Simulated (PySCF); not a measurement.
F2H6Si3. Atoms are numbered in the order given.

```xyz
11

F      0.0000     1.3058    -1.3669
Si     0.0000     0.0000    -0.3916
F      0.0000    -1.3058    -1.3669
Si     1.9833     0.0000     0.8366
Si    -1.9833     0.0000     0.8366
H      2.0124    -1.2147     1.7026
H      2.0124     1.2147     1.7026
H      3.1633     0.0000    -0.0736
H     -3.1633     0.0000    -0.0736
H     -2.0124    -1.2147     1.7026
H     -2.0124     1.2147     1.7026
```
Charge 0, spin multiplicity 1.

Geometry optimised at ωB97X-D3(BJ)/def2-SVP.

The numbers are results of SMD-PBE0/6-31G* run with PySCF, not measurements.

Solvation free energies are E(SMD) − E(gas) at the gas-phase geometry, for 1 M in both phases. In vacuum the dipole moment is 1.66 D.

```
solvent          ΔG(solv) (kcal/mol)  its non-electrostatic (CDS) part  dipole (D)
---------------  -------------------  --------------------------------  ----------
water                            2.5                               4.9        2.12
tetrahydrofuran                 -1.3                               0.6        2.02
2-propanol                      -2.2                               0.1        2.08
```
